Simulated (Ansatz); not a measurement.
Reactions of CH4ClFGeO2, SMILES `C[O][Ge]([OH])([F])[Cl]`.

Computed with Ansatz on PBE0-D4/def2-TZVP structures; ΔE is electronic, products minus reactants. CBS: MP2 limit from def2 TZ/QZ plus the TZ coupled-cluster correction, frozen cores. This one scheme is used for every species. Functionals use def2-TZVPP. For Ge outer-core shells are correlated without core-valence functions, which leaves a few kJ/mol of doubt a bond. Scalar relativity is left out up to krypton. One conformer a species, not always the lowest.

| reaction | r2SCAN-D4 (eV) |
| --- | --- |
| `C[O][Ge]([OH])([F])[Cl]` + `CB[SiH2]C` → `CB[SiH2]CC` + `[OH][Ge]([OH])([F])[Cl]` | -0.42 |
| `C[O][Ge]([OH])([F])[Cl]` + `O[SiH2][SiH](O)Cl` → `[OH][Ge]([F])([Cl])[Cl]` + `CO[SiH](O)[SiH2]O` | -0.18 |
| `C[O][Ge]([OH])([F])[Cl]` + `[OH][GeH]([OH])[OH]` → `C[O][GeH]([OH])[OH]` + `[OH][Ge]([OH])([F])[Cl]` | 0.02 |
| `C[O][Ge]([OH])([F])[Cl]` + GeH₄ → `[OH][Ge]([F])([Cl])[GeH3]` + CH₃OH | 0.03 |

Task: Give the CCSD(T)/CBS values in the same order. (An estimate is asked.)

Result: Computed: -0.46, -0.17, 0.03, 0.03 eV.

Largest T1 diagnostic: 0.012, for `CO[SiH](O)[SiH2]O`.
